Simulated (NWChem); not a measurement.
Species: C3H4O2Si; SMILES O=C1CC(=O)[SiH2]1

```xyz
10

O      2.3654     0.0000    -0.5288
C      1.1833     0.0000    -0.2805
C      0.0000     0.0000    -1.2759
C     -1.1833     0.0000    -0.2805
O     -2.3654     0.0000    -0.5288
Si     0.0000     0.0000     1.3210
H      0.0000     0.8922    -1.9438
H      0.0000    -0.8922    -1.9438
H      0.0000    -1.2352     2.1819
H      0.0000     1.2352     2.1819
```
Atoms are numbered in this order, from 1.

Results from NWChem. Coordinates come from a PBE-D3(BJ)/def2-SVP optimisation. Level: M05-2X/def2-SVP with SMD (1 M gas to 1 M solution), gas-phase geometry. Reactions with the solvent are ignored.

| solvent | dielectric constant | solvation free energy (kcal/mol) | cavity-dispersion-structure term (kcal/mol) | dipole in solution (D) |
|---|---|---|---|---|
| water | 78.4 | -5.0 | 5.1 | 1.06 |
| ethanol | 24.9 | -6.3 | 2.9 | 1.01 |
| 2-propanol | 19.3 | -6.6 | 2.0 | 0.99 |
| benzene | 2.27 | -5.6 | -2.4 | 0.82 |
| dichloromethane | 8.93 | -6.5 | -0.5 | 0.86 |
| chlorobenzene | 5.70 | -6.7 | -1.8 | 0.83 |
